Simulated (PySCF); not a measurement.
AlF$_{4}$ (SMILES [F][Al-]([F])([F])[F]), charge -1, singlet, at a GFN2-xTB geometry (such geometries of metal compounds can be far from the true shape) (in this run its highest filled SCF level lies above zero, so its values depend strongly on the basis, on diffuse functions most of all); DF-BLYP/STO-3G (PySCF).

Here is a job for PySCF.
```python
from pyscf import gto, scf, dft

mol = gto.M(
    atom='''
Al   -0.000000    0.000000   -0.000000
F     1.586799   -0.299633   -0.476104
F     0.000013    0.796178    1.483404
F    -0.759757    0.962559   -1.153531
F    -0.827055   -1.459103    0.146232
''',
    basis='sto-3g',
    charge=-1,
    spin=0,
    verbose=4,
)

mf = dft.RKS(mol)
mf.xc = 'blyp'
mf = mf.density_fit(auxbasis='def2-universal-jkfit')
mf.kernel()
mf.analyze()
```

The log (banner, timings and long lists left out):

```
PySCF version 2.14.0

[INPUT] verbose = 4
[INPUT] num. atoms = 5
[INPUT] num. electrons = 50
[INPUT] charge = -1
[INPUT] spin (= nelec alpha-beta = 2S) = 0
[INPUT] symmetry False subgroup None
[INPUT] Mole.unit = angstrom
[INPUT] Symbol           X                Y                Z      unit          X                Y                Z       unit  Magmom
[INPUT]  1 Al     0.000000000000   0.000000000000   0.000000000000 AA    0.000000000000   0.000000000000   0.000000000000 Bohr   0.0
[INPUT]  2 F      1.586799000000  -0.299633000000  -0.476104000000 AA    2.998615524734  -0.566224307882  -0.899706166810 Bohr   0.0
[INPUT]  3 F      0.000013000000   0.796178000000   1.483404000000 AA    0.000024566440   1.504558366404   2.803227292084 Bohr   0.0
[INPUT]  4 F     -0.759757000000   0.962559000000  -1.153531000000 AA   -1.435732651221   1.818972888735  -2.179857666196 Bohr   0.0
[INPUT]  5 F     -0.827055000000  -1.459103000000   0.146232000000 AA   -1.562907439952  -2.757305057531   0.276338430647 Bohr   0.0

nuclear repulsion = 240.647284883188
number of shells = 17
number of NR pGTOs = 87
number of NR cGTOs = 29
basis = sto-3g
ecp = {}

******** <class 'pyscf.df.df_jk.DFRKS'> ********
method = DFRKS
initial guess = minao
damping factor = 0
level_shift factor = 0
DIIS = <class 'pyscf.scf.diis.CDIIS'>
diis_start_cycle = 1
diis_space = 8
diis_damp = 0
SCF conv_tol = 1e-09
SCF conv_tol_grad = None
SCF max_cycles = 50
direct_scf = False
XC library pyscf.dft.libxc version 7.1.2
    S. Lehtola, C. Steigemann, M. J. T. Oliveira, and M. A. L. Marques,  SoftwareX 7, 1–5 (2018)
XC functionals = blyp
    A. D. Becke,  Phys. Rev. A 38, 3098 (1988)
    C. Lee, W. Yang, and R. G. Parr,  Phys. Rev. B 37, 785 (1988)
    B. Miehlich, A. Savin, H. Stoll, and H. Preuss,  Chem. Phys. Lett. 157, 200 (1989)
radial grids:
    Treutler-Ahlrichs [JCP 102, 346 (1995); DOI:10.1063/1.469408] (M4) radial grids

becke partition: Becke, JCP 88, 2547 (1988); DOI:10.1063/1.454033
pruning grids: <function nwchem_prune>
grids dens level: 3
symmetrized grids: False
atomic radii adjust function: <function treutler_atomic_radii_adjust>
small_rho_cutoff = 0
Set gradient conv threshold to 3.16228e-05
Initial guess from minao.
tot grids = 76232
init E= -633.06251001428
  HOMO = -0.486962617060426  LUMO = -0.00171597418245989  gap/eV = 13.20423
cycle= 1 E= -632.710096531369  delta_E= 0.352  |g|= 0.735  |ddm|= 2.65
  HOMO = 0.325528466984898  LUMO = 0.578945254596968  gap/eV = 6.89582
cycle= 2 E= -632.673289055174  delta_E= 0.0368  |g|= 0.853  |ddm|= 2.51
  HOMO = 0.247119896979626  LUMO = 0.584104801295257  gap/eV = 9.16983
cycle= 3 E= -632.936942561177  delta_E= -0.264  |g|= 0.00873  |ddm|= 1.34
  HOMO = 0.24307550410734  LUMO = 0.577570436616887  gap/eV = 9.10207
cycle= 4 E= -632.936971568786  delta_E= -2.9e-05  |g|= 0.00141  |ddm|= 0.0189
  HOMO = 0.242955886016951  LUMO = 0.577627125708118  gap/eV = 9.10687
cycle= 5 E= -632.936972325432  delta_E= -7.57e-07  |g|= 6.19e-05  |ddm|= 0.00239
  HOMO = 0.242947818374939  LUMO = 0.577626755460016  gap/eV = 9.10708
cycle= 6 E= -632.936972327005  delta_E= -1.57e-09  |g|= 9.06e-06  |ddm|= 0.000103
  HOMO = 0.242946705322303  LUMO = 0.577626905216612  gap/eV = 9.10711
cycle= 7 E= -632.936972327035  delta_E= -3.02e-11  |g|= 2.45e-06  |ddm|= 1.83e-05
  HOMO = 0.242946721254771  LUMO = 0.577627090526468  gap/eV = 9.10712
Extra cycle  E= -632.936972327035  delta_E=    0  |g|= 2.88e-06  |ddm|= 9e-06
converged SCF energy = -632.936972327035
**** SCF Summaries ****
Total Energy =                        -632.936972327035164
Nuclear Repulsion Energy =             240.647284883187979
One-electron Energy =                -1387.945847082561613
Two-electron Energy =                  514.361589872338413
Two-electron Coulomb Energy =          576.181319137806554
DFT Exchange-Correlation Energy =      -61.819729265468126
HOMO-LUMO gap [eV] =                     9.107116721568286
**** MO energy ****
MO #1   energy= -54.4520043086805  occ= 2
MO #2   energy= -23.4836276449478  occ= 2
MO #3   energy= -23.4833662544771  occ= 2
MO #4   energy= -23.4833616604199  occ= 2
MO #5   energy= -23.4833607581212  occ= 2
MO #6   energy= -3.40197734379204  occ= 2
MO #7   energy= -1.95151726207289  occ= 2
MO #8   energy= -1.95151722402118  occ= 2
MO #9   energy= -1.95151716824135  occ= 2
MO #10  energy= -0.578446352797054 occ= 2
MO #11  energy= -0.552999454136762 occ= 2
MO #12  energy= -0.552999247641024 occ= 2
MO #13  energy= -0.552998623557451 occ= 2
MO #14  energy= 0.0665637656724825 occ= 2
MO #15  energy= 0.141083177252309  occ= 2
MO #16  energy= 0.14108387503193   occ= 2
MO #17  energy= 0.141085702495559  occ= 2
MO #18  energy= 0.228949285969266  occ= 2
MO #19  energy= 0.228953691810241  occ= 2
MO #20  energy= 0.228955143196514  occ= 2
MO #21  energy= 0.235682978053798  occ= 2
MO #22  energy= 0.235684600289061  occ= 2
MO #23  energy= 0.242937093766593  occ= 2
MO #24  energy= 0.242943392836553  occ= 2
MO #25  energy= 0.242946721254771  occ= 2
MO #26  energy= 0.577627090526468  occ= 0
MO #27  energy= 0.739272926666882  occ= 0
MO #28  energy= 0.739273488033352  occ= 0
MO #29  energy= 0.739274269882651  occ= 0
 ** Mulliken pop on meta-lowdin orthogonal AOs  **
 ** Mulliken pop  **
pop of  0 Al 1s           2.00000
pop of  0 Al 2s           1.99995
pop of  0 Al 3s           0.93123
pop of  0 Al 2px          1.99714
pop of  0 Al 2py          1.99714
pop of  0 Al 2pz          1.99714
pop of  0 Al 3px          0.57897
pop of  0 Al 3py          0.57897
pop of  0 Al 3pz          0.57897
pop of  1 F 1s            1.99995
pop of  1 F 2s            1.89887
pop of  1 F 2px           1.61973
pop of  1 F 2py           1.91666
pop of  1 F 2pz           1.89992
pop of  2 F 1s            1.99995
pop of  2 F 2s            1.89887
pop of  2 F 2px           1.92764
pop of  2 F 2py           1.85012
pop of  2 F 2pz           1.65854
pop of  3 F 1s            1.99995
pop of  3 F 2s            1.89887
pop of  3 F 2px           1.85705
pop of  3 F 2py           1.81434
pop of  3 F 2pz           1.76492
pop of  4 F 1s            1.99995
pop of  4 F 2s            1.89887
pop of  4 F 2px           1.84399
pop of  4 F 2py           1.66729
pop of  4 F 2pz           1.92502
 ** Mulliken atomic charges  **
charge of    0Al =      0.34050
charge of    1F =     -0.33512
charge of    2F =     -0.33513
charge of    3F =     -0.33513
charge of    4F =     -0.33513

WARN: System has nonzero charge -1; the dipole moment is origin-dependent.
Location of origin: [0. 0. 0.]

Dipole moment(X, Y, Z, Debye):  0.00000, -0.00002, -0.00002
```
